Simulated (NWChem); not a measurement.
Molecule: C₃H₂BrF; SMILES C=C=C(F)Br

```xyz
7

C      1.0352     2.6982     0.0000
C      0.2677     1.6397     0.0000
C     -0.4795     0.5682     0.0000
F     -1.8035     0.5856     0.0000
Br     0.2279    -1.1729     0.0000
H      1.3691     3.1621    -0.9361
H      1.3691     3.1621     0.9361
```
Atoms are numbered in this order, from 1.

Computed with NWChem. Pople sets run with spherical d functions. STO-3G and 3-21G are far too small for this property and stand as cheap habits. The geometry was optimised at PBE0/def2-SVP. B3LYP is NWChem's, with the RPA form of VWN correlation. Field at 589 nm.

Order these runs by computing time, cheapest first, and give rough ratios: B3LYP/def2-SVPD; B3LYP/STO-3G; B3LYP/def2-SVP; B3LYP/aug-cc-pVDZ.

B3LYP/STO-3G (1), B3LYP/def2-SVP (6), B3LYP/def2-SVPD (20), B3LYP/aug-cc-pVDZ (80). Ratios are rough, from one shared machine; the cheapest took roughly 13 core-seconds. What differs between the cheapest and the dearest: isotropic polarisability (bohr³) 27.7 → 66.6; anisotropy (bohr³) 43.9 → 56.2.
